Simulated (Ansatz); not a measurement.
Consider the formal exchange of groups at the Si–O bond: `O[SiH2][O][GeH2][OH]` + `C=[N][SbH2]` → `C=[N][SbH][SiH2]O` + `[OH][GeH2][OH]`.

Program: Ansatz. Geometries: PBE0-D4/def2-TZVP. ΔE: electronic, gas phase. CCSD(T)/CBS adds triple-zeta CCSD(T) − MP2 to the extrapolated MP2 energy (def2 sets, frozen cores). DFT in def2-TZVPP. B3LYP here is the variant with VWN-RPA as its local correlation; programs differ in this. def2 core potentials past Kr. For Ge, Sb outer-core shells are correlated without core-valence functions, which leaves a few kJ/mol of doubt a bond. Scalar relativity is left out up to krypton. Each species was taken in one conformer, which may not be the lowest.

```json
{"level": "r2SCAN-D4", "ΔE (kcal/mol)": "25.5", "difference from CCSD(T)/CBS": "-0.5"}
{"level": "PBE0-D4", "ΔE (kcal/mol)": "23.1", "difference from CCSD(T)/CBS": "-2.9"}
{"level": "B3LYP-D4", "ΔE (kcal/mol)": "26.1", "difference from CCSD(T)/CBS": "0.1"}
{"level": "ωB97M-V", "ΔE (kcal/mol)": "27.2", "difference from CCSD(T)/CBS": "1.2"}
{"level": "PBE0", "ΔE (kcal/mol)": "23.7", "difference from CCSD(T)/CBS": "-2.3"}
{"level": "B3LYP", "ΔE (kcal/mol)": "27.2", "difference from CCSD(T)/CBS": "1.2"}
{"level": "HF/def2-TZVPP", "ΔE (kcal/mol)": "33.7", "difference from CCSD(T)/CBS": "7.7"}
{"level": "MP2/def2-TZVPP", "ΔE (kcal/mol)": "27.2", "difference from CCSD(T)/CBS": "1.2"}
{"level": "SCS-MP2/def2-TZVPP", "ΔE (kcal/mol)": "28.8", "difference from CCSD(T)/CBS": "2.8"}
{"level": "CCSD/def2-TZVPP", "ΔE (kcal/mol)": "28.7", "difference from CCSD(T)/CBS": "2.7"}
{"level": "CCSD(T)/def2-TZVPP", "ΔE (kcal/mol)": "27.7", "difference from CCSD(T)/CBS": "1.7"}
{"level": "HF/def2-QZVPP", "ΔE (kcal/mol)": "34.1", "difference from CCSD(T)/CBS": "8.1"}
{"level": "MP2/def2-QZVPP", "ΔE (kcal/mol)": "26.4", "difference from CCSD(T)/CBS": "0.4"}
{"level": "HF/CBS(def2)", "ΔE (kcal/mol)": "34.2", "difference from CCSD(T)/CBS": "8.2"}
{"level": "MP2/CBS(def2)", "ΔE (kcal/mol)": "25.5", "difference from CCSD(T)/CBS": "-0.5"}
{"level": "CCSD/CBS(def2)", "ΔE (kcal/mol)": "27.0", "difference from CCSD(T)/CBS": "1.0"}
{"level": "CCSD(T)/CBS", "ΔE (kcal/mol)": "26.0", "difference from CCSD(T)/CBS": "0"}
```

Largest T1 diagnostic among the species: 0.015.

In def2-TZVPP, CCSD(T) changes the Hartree–Fock value by −6.0 kcal/mol (the triples alone add −1.0 kcal/mol) and MP2 by −6.5 kcal/mol. The D4 term adds −1.1 kcal/mol with B3LYP and −0.6 kcal/mol with PBE0; it sums over pairs of atoms, weighted by their polarisabilities, and B3LYP, whose exchange is more repulsive, gets the larger term.
